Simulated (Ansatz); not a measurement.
Ansatz (a quantum-chemistry and plane-wave program) input (CCSD(T)/6-31G):

Ansatz 0.2 input:
```yaml
crystal:
  periodic: [false, false, false]
  atoms:
    - {symbol: N, position_ang: [-1.69770489, -0.15340781, -0.02199576]}
    - {symbol: Al, position_ang: [0.04373431, 0.00395191, 0.00056663]}
    - {symbol: F, position_ang: [0.75482826, 1.48439465, -0.09768319]}
    - {symbol: F, position_ang: [1.00589014, -1.32529282, 0.12049537]}
    - {symbol: H, position_ang: [-2.33919489, 0.61958411, -0.09336166]}
    - {symbol: H, position_ang: [-2.19188247, -1.02902079, 0.03465623]}
basis:
  gaussian:
    orbitals: 6-31G
magnetization: {spin_polarized: false}
correlation: {method: ccsd_t, electrons: outside_noble_gas}
```

End of the output:

```
integrals: 0.01 GiB planned
492 factors; integrals over basis functions are off by at most 2.2e-4 eV
0.29 GiB of device memory are held for the factors and their scratch space
mean field: 0.11 GiB planned
mean field evaluation 1: about -13506.9349 eV, gradient 4.4e1 eV
mean field evaluation 2: about -13506.9420 eV, gradient 4.4e1 eV
mean field evaluation 4: about -13510.3926 eV, gradient 1.4e0 eV
mean field evaluation 8: about -13510.4012 eV, gradient 2.1e-4 eV
mean field evaluation 16: about -13510.3779 eV, gradient 1.4e0 eV
mean field -13510.40118445 eV, -496.4980858498 hartree, gradient 8.8e-7 eV, S^2 0.000000; 0 other end points of the search recorded, 0 dependent functions left out
8 core orbitals not correlated
reference -13510.40118445 eV, -496.4980858498 hartree; 12, 12 occupied and 24, 24 virtual orbitals, 492 factors
second order -10.62811580 eV of doubles, -0.00000000 eV of singles
coupled cluster: 0.13 GiB planned
cycle   1  -10.43329208 eV  change    1.9e-1 eV  update   9.2e-2
cycle   2  -10.72165588 eV  change   -2.9e-1 eV  update   2.7e-2
cycle   3  -10.81713638 eV  change   -9.5e-2 eV  update   1.5e-2
cycle   4  -10.81877224 eV  change   -1.6e-3 eV  update   2.8e-3
cycle   5  -10.81520950 eV  change    3.6e-3 eV  update   1.0e-3
cycle   6  -10.81508201 eV  change    1.3e-4 eV  update   3.4e-4
cycle   7  -10.81506209 eV  change    2.0e-5 eV  update   1.1e-4
cycle   8  -10.81502928 eV  change    3.3e-5 eV  update   3.6e-5
cycle   9  -10.81503380 eV  change   -4.5e-6 eV  update   1.3e-5
perturbative correction -0.14620195 eV, -0.0053728225 hartree
Total energy: -13521.36242020 eV, -496.9009038338 hartree
```
